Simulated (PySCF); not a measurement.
Correlation energy of P⁺ (phosphorus, charge +1)

[Ne] 3s2 3p2, high-spin 3P determinant. All numbers are calculated (PySCF 2.14, the spin-free X2C one-electron Hamiltonian (Gaussian nucleus), in dyall-acv3z (19s12p6d4f, 113 functions)). Frozen: 1s2; 12 electrons correlated; the 18 highest virtual orbitals of each spin left out.

| level | correlation energy (mhartree) |
| --- | --- |
| CCSD | -385.84 |
| (T) | -5.51 |
| CCSD(T) | -391.35 |

Diagnostics: T1 = 0.0073, D1 = 0.0278, largest double amplitude 0.095.

Is a single reference adequate?

Mostly. T1 lies below 0.03, but a double amplitude of this size points to a near-degeneracy that CCSD handles and MP2 describes poorly.
